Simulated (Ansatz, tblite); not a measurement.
Cost and result up the ladder for Li₄S₂ (the lowest singlet isomer of a short search) (6 atoms). Charge 0, multiplicity 1. Geometry: PBE0-D4/def2-TZVP.

```xyz
6

Li   -0.442    1.255   -0.925
Li    1.544   -0.239   -0.381
Li   -1.864   -2.653   -0.300
Li    0.077    0.660    1.494
S     1.371    1.902    0.183
S    -0.686   -0.924   -0.071
```

Ansatz on 4 threads of Arm Neoverse V1 on a shared host; xTB runs through tblite on one thread. Times are rough, summed over both states, and most runs start from the orbitals of an earlier one. CCSD(T)/def2-TZVPP serves as the yardstick here, not as an exact answer. The other state is a doublet.

The xTB rows come from tblite. Correlated methods freeze 10 core orbitals; core or outer-core shells of Li are correlated, in sets that lack core-valence functions. The structure comes from a short search, and lower isomers may exist.

Raw xTB energies of ions are shifted by several eV.

```
                         level  functions  wall time  vertical IE (eV)  difference from CCSD(T)/def2-TZVPP (eV)
                      GFN1-xTB         34    0.009 s             12.00                                     5.60
                      GFN2-xTB         34    0.012 s             10.88                                     4.47
PBE-D4/def2-TZVP (with forces)        130        4 s              6.46                                     0.05
             PBE0-D4/def2-TZVP        130      6.8 s              6.49                                     0.09
           r2SCAN-D4/def2-TZVP        130      9.7 s              6.42                                     0.01
            CCSD(T)/def2-TZVPP        160       91 s              6.40                                     0.00
```
